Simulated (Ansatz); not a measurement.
A short molecular-dynamics run on `O[SiH](F)[SeH]`.

```yaml
crystal:
  periodic: [false, false, false]
  atoms:
    - {symbol: O, position_ang: [-0.890869, 1.147606, 0.204435]}
    - {symbol: Si, position_ang: [0.164799, -0.038686, 0.551814]}
    - {symbol: F, position_ang: [-0.400286, -1.018069, 1.673824]}
    - {symbol: Se, position_ang: [0.540014, -1.421484, -1.204600]}
    - {symbol: H, position_ang: [-1.674022, 0.919780, -0.301088]}
    - {symbol: H, position_ang: [1.365177, 0.632520, 1.074824]}
    - {symbol: H, position_ang: [0.956388, -0.289768, -2.044810]}
basis:
  gaussian: {orbitals: "6-31G*"}
hamiltonian: {xc: {name: r2SCAN}, dispersion: d4}
md: {timestep: 0.5 fs, n_steps: 20, ensemble: nve, temperature: 700, initial_velocities: maxwell_boltzmann, seed: 348}
```

```sh
$ ansatz run in.yaml --threads 2 --pin off --events-out ev --progress --plain --max-ram 4352MiB
```

| step | time (fs) | potential energy (eV) | kinetic (eV) | T (K) | conserved (eV) |
| --- | --- | --- | --- | --- | --- |
| 0 | 0.0 | -78031.6819 | 0.4524 | 700 | -78031.2295 |
| 1 | 0.5 | -78031.6736 | 0.4445 | 688 | -78031.2291 |
| 2 | 1.0 | -78031.6569 | 0.4282 | 662 | -78031.2287 |
| 3 | 1.5 | -78031.6383 | 0.4099 | 634 | -78031.2284 |
| 4 | 2.0 | -78031.6229 | 0.3945 | 610 | -78031.2283 |
| 5 | 2.5 | -78031.6111 | 0.3825 | 592 | -78031.2286 |
| 6 | 3.0 | -78031.5996 | 0.3707 | 574 | -78031.2289 |
| 7 | 3.5 | -78031.5839 | 0.3549 | 549 | -78031.2290 |
| 8 | 4.0 | -78031.5619 | 0.3330 | 515 | -78031.2289 |
| 9 | 4.5 | -78031.5344 | 0.3057 | 473 | -78031.2288 |
| 10 | 5.0 | -78031.5043 | 0.2757 | 427 | -78031.2285 |
| 11 | 5.5 | -78031.4750 | 0.2467 | 382 | -78031.2284 |
| 12 | 6.0 | -78031.4493 | 0.2210 | 342 | -78031.2283 |
| 13 | 6.5 | -78031.4281 | 0.1998 | 309 | -78031.2284 |
| 14 | 7.0 | -78031.4105 | 0.1820 | 282 | -78031.2285 |
| 15 | 7.5 | -78031.3939 | 0.1652 | 256 | -78031.2287 |
| 16 | 8.0 | -78031.3752 | 0.1463 | 226 | -78031.2289 |
| 17 | 8.5 | -78031.3523 | 0.1235 | 191 | -78031.2288 |
| 18 | 9.0 | -78031.3259 | 0.0974 | 151 | -78031.2286 |
| 19 | 9.5 | -78031.3003 | 0.0722 | 112 | -78031.2281 |
| 20 | 10.0 | -78031.2821 | 0.0543 | 84 | -78031.2278 |

Velocities are drawn at the set temperature; a run this short doesn't reach equilibrium.

Frames (Å, forces in eV/Å):

```xyz
7
time=0.0 fs
O    -0.891    1.148    0.204    0.024    0.571    0.047
Si    0.165   -0.039    0.552    0.393   -0.129   -0.043
F    -0.400   -1.018    1.674   -0.184   -0.350    0.378
Se    0.540   -1.421   -1.205   -0.023   -0.154   -0.011
H    -1.674    0.920   -0.301   -0.335   -0.124   -0.209
H     1.365    0.633    1.075    0.061    0.070   -0.025
H     0.956   -0.290   -2.045    0.063    0.117   -0.136
7
time=0.5 fs
O    -0.895    1.150    0.205    0.684    0.512    0.407
Si    0.168   -0.042    0.550   -0.086   -0.032   -0.038
F    -0.401   -1.018    1.676   -0.133   -0.296    0.295
Se    0.540   -1.421   -1.204   -0.024   -0.216    0.005
H    -1.667    0.943   -0.306   -0.792   -0.278   -0.516
H     1.349    0.637    1.075    0.263    0.145    0.040
H     0.954   -0.285   -2.034    0.088    0.165   -0.194
7
time=1.0 fs
O    -0.899    1.153    0.205    1.222    0.420    0.704
Si    0.171   -0.045    0.547   -0.549    0.056   -0.027
F    -0.402   -1.018    1.679   -0.082   -0.242    0.212
Se    0.540   -1.421   -1.204   -0.021   -0.269    0.011
H    -1.662    0.965   -0.313   -1.136   -0.387   -0.764
H     1.334    0.643    1.074    0.457    0.219    0.105
H     0.953   -0.280   -2.023    0.109    0.203   -0.241
7
time=1.5 fs
O    -0.902    1.155    0.205    1.560    0.285    0.880
Si    0.174   -0.048    0.545   -0.983    0.139   -0.008
F    -0.402   -1.018    1.681   -0.030   -0.188    0.128
Se    0.540   -1.421   -1.204   -0.012   -0.309    0.005
H    -1.660    0.986   -0.321   -1.290   -0.440   -0.892
H     1.320    0.648    1.075    0.631    0.286    0.165
H     0.951   -0.274   -2.013    0.124    0.227   -0.277
7
time=2.0 fs
O    -0.906    1.158    0.205    1.656    0.116    0.896
Si    0.177   -0.051    0.543   -1.373    0.226    0.026
F    -0.403   -1.019    1.684    0.021   -0.136    0.045
Se    0.540   -1.421   -1.204    0.004   -0.334   -0.014
H    -1.661    1.007   -0.331   -1.213   -0.443   -0.864
H     1.307    0.655    1.075    0.773    0.338    0.212
H     0.950   -0.268   -2.004    0.132    0.234   -0.300
7
time=2.5 fs
O    -0.909    1.161    0.206    1.527   -0.072    0.754
Si    0.180   -0.053    0.540   -1.709    0.321    0.078
F    -0.404   -1.019    1.687    0.073   -0.085   -0.038
Se    0.540   -1.421   -1.204    0.026   -0.343   -0.048
H    -1.665    1.026   -0.344   -0.924   -0.413   -0.681
H     1.297    0.662    1.076    0.874    0.368    0.244
H     0.949   -0.262   -1.995    0.134    0.223   -0.310
7
time=3.0 fs
O    -0.912    1.164    0.207    1.239   -0.256    0.494
Si    0.182   -0.056    0.538   -1.981    0.433    0.152
F    -0.405   -1.019    1.689    0.123   -0.036   -0.118
Se    0.540   -1.421   -1.204    0.054   -0.335   -0.094
H    -1.671    1.044   -0.358   -0.490   -0.371   -0.382
H     1.288    0.670    1.078    0.926    0.371    0.254
H     0.948   -0.254   -1.988    0.129    0.195   -0.306
7
time=3.5 fs
O    -0.915    1.166    0.207    0.881   -0.419    0.173
Si    0.185   -0.059    0.536   -2.188    0.564    0.250
F    -0.405   -1.019    1.692    0.171    0.012   -0.197
Se    0.540   -1.421   -1.204    0.088   -0.313   -0.151
H    -1.678    1.061   -0.373    0.002   -0.337   -0.026
H     1.281    0.679    1.080    0.929    0.343    0.243
H     0.948   -0.247   -1.981    0.118    0.150   -0.291
7
time=4.0 fs
O    -0.918    1.169    0.208    0.533   -0.555   -0.150
Si    0.187   -0.062    0.533   -2.332    0.719    0.370
F    -0.406   -1.019    1.694    0.218    0.058   -0.273
Se    0.540   -1.421   -1.204    0.125   -0.277   -0.218
H    -1.685    1.078   -0.388    0.471   -0.320    0.329
H     1.277    0.689    1.083    0.884    0.285    0.209
H     0.948   -0.239   -1.974    0.101    0.092   -0.266
7
time=4.5 fs
O    -0.920    1.171    0.209    0.250   -0.662   -0.431
Si    0.189   -0.065    0.531   -2.419    0.894    0.509
F    -0.407   -1.020    1.697    0.263    0.102   -0.347
Se    0.540   -1.420   -1.204    0.164   -0.232   -0.291
H    -1.691    1.094   -0.402    0.864   -0.323    0.638
H     1.275    0.699    1.086    0.797    0.198    0.155
H     0.948   -0.231   -1.968    0.082    0.023   -0.234
7
time=5.0 fs
O    -0.923    1.174    0.210    0.063   -0.746   -0.640
Si    0.191   -0.067    0.529   -2.460    1.087    0.664
F    -0.407   -1.020    1.699    0.305    0.145   -0.418
Se    0.540   -1.420   -1.203    0.204   -0.180   -0.367
H    -1.695    1.109   -0.415    1.149   -0.342    0.873
H     1.275    0.710    1.090    0.679    0.090    0.085
H     0.949   -0.222   -1.963    0.059   -0.053   -0.197
7
time=5.5 fs
O    -0.925    1.176    0.210   -0.012   -0.814   -0.764
Si    0.193   -0.070    0.527   -2.466    1.290    0.829
F    -0.408   -1.020    1.702    0.344    0.186   -0.486
Se    0.540   -1.420   -1.203    0.243   -0.126   -0.444
H    -1.696    1.123   -0.426    1.313   -0.371    1.019
H     1.276    0.722    1.094    0.541   -0.034    0.006
H     0.949   -0.214   -1.958    0.036   -0.131   -0.159
7
time=6.0 fs
O    -0.928    1.178    0.211    0.026   -0.873   -0.794
Si    0.194   -0.073    0.525   -2.447    1.499    0.996
F    -0.409   -1.020    1.704    0.380    0.226   -0.551
Se    0.541   -1.420   -1.203    0.280   -0.072   -0.519
H    -1.694    1.136   -0.434    1.355   -0.405    1.068
H     1.279    0.733    1.098    0.392   -0.166   -0.079
H     0.950   -0.206   -1.954    0.014   -0.207   -0.122
7
time=6.5 fs
O    -0.931    1.181    0.211    0.177   -0.928   -0.725
Si    0.195   -0.075    0.523   -2.415    1.704    1.162
F    -0.409   -1.020    1.706    0.414    0.264   -0.613
Se    0.541   -1.420   -1.203    0.313   -0.023   -0.589
H    -1.689    1.149   -0.440    1.274   -0.439    1.016
H     1.283    0.743    1.101    0.244   -0.299   -0.163
H     0.951   -0.199   -1.950   -0.007   -0.279   -0.088
7
time=7.0 fs
O    -0.933    1.182    0.211    0.439   -0.982   -0.557
Si    0.196   -0.077    0.521   -2.377    1.899    1.321
F    -0.409   -1.020    1.709    0.444    0.301   -0.671
Se    0.541   -1.420   -1.203    0.342    0.019   -0.652
H    -1.681    1.160   -0.443    1.075   -0.470    0.859
H     1.287    0.753    1.105    0.103   -0.425   -0.242
H     0.951   -0.192   -1.946   -0.025   -0.342   -0.059
7
time=7.5 fs
O    -0.936    1.184    0.211    0.801   -1.038   -0.288
Si    0.197   -0.079    0.519   -2.340    2.079    1.469
F    -0.410   -1.020    1.711    0.471    0.335   -0.725
Se    0.541   -1.420   -1.203    0.365    0.052   -0.706
H    -1.670    1.170   -0.444    0.767   -0.493    0.601
H     1.291    0.762    1.107   -0.024   -0.541   -0.313
H     0.952   -0.186   -1.943   -0.040   -0.394   -0.036
7
time=8.0 fs
O    -0.938    1.186    0.212    1.245   -1.098    0.068
Si    0.198   -0.081    0.518   -2.307    2.237    1.602
F    -0.410   -1.020    1.713    0.495    0.368   -0.776
Se    0.541   -1.420   -1.203    0.382    0.074   -0.751
H    -1.657    1.179   -0.444    0.368   -0.506    0.251
H     1.296    0.770    1.109   -0.134   -0.641   -0.374
H     0.953   -0.181   -1.939   -0.050   -0.434   -0.021
7
time=8.5 fs
O    -0.940    1.187    0.212    1.737   -1.161    0.487
Si    0.198   -0.083    0.516   -2.281    2.371    1.720
F    -0.410   -1.020    1.715    0.516    0.398   -0.822
Se    0.541   -1.420   -1.203    0.392    0.083   -0.786
H    -1.644    1.187   -0.443   -0.086   -0.509   -0.163
H     1.300    0.776    1.110   -0.223   -0.723   -0.422
H     0.953   -0.177   -1.935   -0.056   -0.459   -0.014
7
time=9.0 fs
O    -0.942    1.189    0.212    2.217   -1.223    0.918
Si    0.198   -0.084    0.515   -2.264    2.477    1.818
F    -0.411   -1.020    1.716    0.534    0.425   -0.864
Se    0.541   -1.420   -1.203    0.397    0.079   -0.809
H    -1.630    1.193   -0.443   -0.538   -0.503   -0.592
H     1.303    0.781    1.110   -0.290   -0.786   -0.457
H     0.953   -0.175   -1.932   -0.056   -0.470   -0.015
7
time=9.5 fs
O    -0.943    1.190    0.212    2.611   -1.280    1.289
Si    0.199   -0.085    0.514   -2.255    2.552    1.898
F    -0.411   -1.020    1.718    0.549    0.449   -0.900
Se    0.541   -1.420   -1.203    0.394    0.062   -0.820
H    -1.618    1.199   -0.443   -0.912   -0.490   -0.964
H     1.306    0.783    1.109   -0.335   -0.828   -0.478
H     0.953   -0.173   -1.928   -0.052   -0.465   -0.024
7
time=10.0 fs
O    -0.945    1.191    0.213    2.842   -1.325    1.523
Si    0.198   -0.086    0.513   -2.255    2.595    1.956
F    -0.411   -1.020    1.720    0.561    0.469   -0.932
Se    0.541   -1.420   -1.203    0.386    0.032   -0.821
H    -1.608    1.203   -0.447   -1.134   -0.476   -1.200
H     1.308    0.784    1.107   -0.357   -0.850   -0.485
H     0.953   -0.172   -1.925   -0.043   -0.444   -0.042
```

It took 30 s on 2 threads of an Intel Xeon 6975P-C on a shared host, with 0.2 GiB of host memory at the peak.
